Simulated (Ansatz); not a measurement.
```xyz
2

V     0.0000    0.0000    0.0000
H     0.0000    0.0000    3.4600
```

Basis set: pcseg-2 (spherical functions). Some runs use density fitting. Charge 0, multiplicity 5.

Computed with Ansatz (development build ahead of 0.2.0); each method stands on the lowest determinant of its kind that the runs found.

The atomization energy at this shape (free ground-state atoms in the same class of orbitals less the molecule, no zero-point energy) of quintet VH:

| method | atomization energy |
| --- | --- |
| PBE (unrestricted) | 20.95 kcal/mol |

Task: What does PBE0 (unrestricted) give?

Result: 16.17 kcal/mol. Caution: a free atom is spin contaminated; charge can spread falsely over distant fragments. Caution for PBE0 (unrestricted): the unrestricted determinant is a mixture of spin states. Caution for PBE (unrestricted): the unrestricted determinant is spin contaminated.

The shape needn't be a minimum at these levels.
